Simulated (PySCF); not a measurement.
C7H4ClFO.
Numbering: `[O:1]=[C:2]([F:3])[c:4]1[cH:5][cH:6][c:7]([Cl:8])[cH:9][cH:10]1`

Structure used (PBE0-D3(BJ)/def2-TZVP), in Å, numbered top down from 1:
```
atom  x, y, z in Å
O1     2.9663    1.2172   -0.3733
C2     2.3087    0.2405   -0.4933
F3     2.8660   -0.8967   -0.9568
C4     0.8796    0.0761   -0.1914
C5     0.2185   -1.1344   -0.3793
C6    -1.1279   -1.2428   -0.0845
C7    -1.8072   -0.1333    0.3984
Cl8   -3.4836   -0.2638    0.7644
C9    -1.1609    1.0812    0.5921
C10    0.1834    1.1803    0.2952
H11    0.7601   -1.9917   -0.7566
H12   -1.6544   -2.1774   -0.2258
H13   -1.7130    1.9314    0.9706
H14    0.7138    2.1140    0.4354
```

Probes without a nucleus sit at each ring's centroid and 1 Å off its mean plane on both sides; NICS is minus the shielding there, NICSzz its component along the normal. Level: GIAO B97-2/pcSseg-2 (PySCF, non-relativistic, gas phase) on the PBE0-D3(BJ)/def2-TZVP geometry, one conformer.

Ring bond lengths (Å): C4–C5 1.392, C5–C6 1.383, C6–C7 1.388, C7–C9 1.389, C9–C10 1.380, C10–C4 1.393.

Q: Give the NICS values of each ring in ppm.

A: 
```json
{"ring": "C4–C5–C6–C7–C9–C10", "type": "6-membered carbocycle; formal bonds all aromatic", "NICS(0)": "-8.5", "NICS(1), two faces": "-9.5 / -9.5", "NICS(1)zz, two faces": "-25.8 / -25.8", "rms pucker (Å)": "0.00", "centre to ring atoms, mean (Å)": "1.39"}
```

Q: What do they say, and how far can they be read as aromaticity?

A: 
- C4–C5–C6–C7–C9–C10: mean NICS(1)zz -25.8 ppm, shielded. The ring is flat and has no four-coordinate atom; by the NICS criterion it is aromatic.

Q: And the bond-length index? Use HOMA with the parameters of Krygowski (1993).

A: 
- C4–C5–C6–C7–C9–C10: HOMA 0.99 = 1 − EN − GEO, with mean bond length 1.387 Å, EN = α(Ropt − mean)² = 0.000 and GEO = α × variance = 0.006. The geometric and the magnetic index point the same way.

Q: What field does 14.1 T along the ring normal induce along that normal at the first NICS(1) probe listed for ring C4–C5–C6–C7–C9–C10, 1 Å off the ring?

A: NICSzz × B0 = -25.8 ppm × 14.1 T = -364 μT, against the applied field.

Q: List the ring angles.

A: 
- C4–C5–C6–C7–C9–C10: C4 119.9°, C5 120.1°, C6 119.2°, C7 121.3°, C9 119.1°, C10 120.3°; sum 720.0° against 720° for a flat convex ring.

Q: How do the values depend on the level or the medium?

A: 
```csv
level,"NICS(0), C4–C5–C6–C7–C9–C10","mean NICS(1)zz, C4–C5–C6–C7–C9–C10"
"B97-2/pcSseg-2, gas",-8.5,-25.8
"KT3/pcSseg-2, gas",-8.2,-24.5
"PBE0/pcSseg-2, gas",-8.4,-25.9
"wB97X-D/pcSseg-2, gas",-8.5,-26.4
"WP04/pcSseg-2, IEF-PCM chloroform",-8.8,-24.9
"wB97X-D/pcSseg-2, IEF-PCM chloroform",-8.4,-26.3
```

The geometry is the same throughout; the continuum's cavity takes Bondi-type radii × 1.2.
